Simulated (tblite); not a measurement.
Isomers of C4H4ClOP. Method: GFN2-xTB as coded in tblite; computed harmonic values from a numerical Hessian at the method's own geometry, unscaled. This tight-binding method is rough: wavenumbers can miss measured ones by several per cent, in bad cases by 10 to 20. Modes of hydrogen on phosphorus can be 10 to 20 % off. One conformer each.

Electronic energies: GFN2-xTB at the same geometries; isomer energies are rough at this level and their order can be wrong.

| SMILES | electronic energy, lowest = 0 (kcal/mol) |
| --- | --- |
| Cc1oc(Cl)cp1 | 7.8 |
| Cc1occ(Cl)p1 | 8.3 |
| O=[P@H]1C=CC(Cl)=C1 | 0.0 |

Task: How do GFN2-xTB zero-point energies change the relative energies?

Result: 
```tsv
SMILES	ZPE (kcal/mol)	of it from modes above 1550 cm⁻¹	electronic (kcal/mol)	with ZPE, lowest = 0 (kcal/mol)	lowest mode (cm⁻¹)	rings
O=[P@H]1C=CC(Cl)=C1	42.6	18.9	0.0	0.0	99	1
Cc1oc(Cl)cp1	44.4	17.5	7.8	9.6	91	1
Cc1occ(Cl)p1	44.4	17.5	8.3	10.1	85	1
```

The zero-point energies span 1.8 kcal/mol, from `O=[P@H]1C=CC(Cl)=C1` to `Cc1occ(Cl)p1`. The order is unchanged.

Task: What do entropy and thermal enthalpy add at 298.15 K and 1 bar (rigid rotor, harmonic oscillator, one conformer each)?

Result: 
```tsv
SMILES	point group	symmetry number	S (cal/(mol K))	H − H(0) (kcal/mol)	ZPE + H − H(0) − TS (kcal/mol)
O=[P@H]1C=CC(Cl)=C1	C1	1	82.9	4.85	22.7
Cc1oc(Cl)cp1	Cs	1	84.7	5.04	24.1
Cc1occ(Cl)p1	Cs	1	84.9	5.06	24.2
```
